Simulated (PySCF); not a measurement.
Question: Give a PBE0-D3(BJ)/def2-SVP geometry of `[GeH3][NH]C(C=O)=O`.

Answer: 
```xyz
11
C2H5GeNO2 angstrom
O      2.568    0.222   -0.420
C      2.178   -0.160    0.649
C      0.697   -0.338    0.979
O      0.358   -0.737    2.078
N     -0.139   -0.021   -0.028
Ge    -1.983   -0.206    0.200
H      2.854   -0.420    1.499
H      0.311    0.283   -0.888
H     -2.427    0.703    1.349
H     -2.297   -1.680    0.479
H     -2.568    0.251   -1.144
```

Any rigid rotation of these coordinates is as good. Atoms count from 1 in this order. Ge6 (germanium bonded to N and 3 H) is distorted tetrahedral (angles from 103.9° to 112.0°). H8 on N5 lies 2.31 Å from O1, 4 bonds away (angle at H 105°; Bondi radii sum to 2.72 Å). The 6 heavy atoms lie in one plane (0.006 Å rms). N5 (amide nitrogen) is planar (angles 124.7°, 119.9° and 115.3°, sum 360.0°, 0.01 Å off the plane of its three neighbours).

Bonds between heavy atoms (Å): O1=C2 1.201, C2–C3 1.528, C3=O4 1.217, C3–N5 1.347, N5–Ge6 1.867.

The calculation used PBE0-D3(BJ)/def2-SVP geometry optimisation, gas phase (PySCF 2.14.0).

Point group: Cs (tolerance 0.08 Å). Whether it is a minimum is left open (no frequencies). The numbers are those of one conformer (O1–C2–C3–O4 180°, C2–C3–N5–Ge6 179°).

On Arm Neoverse V1, one thread, shared host with 32 logical CPUs at a one-minute load of 30, this took 98 s wall and 0.52 GiB of memory at its peak. This is the geometry optimisation.
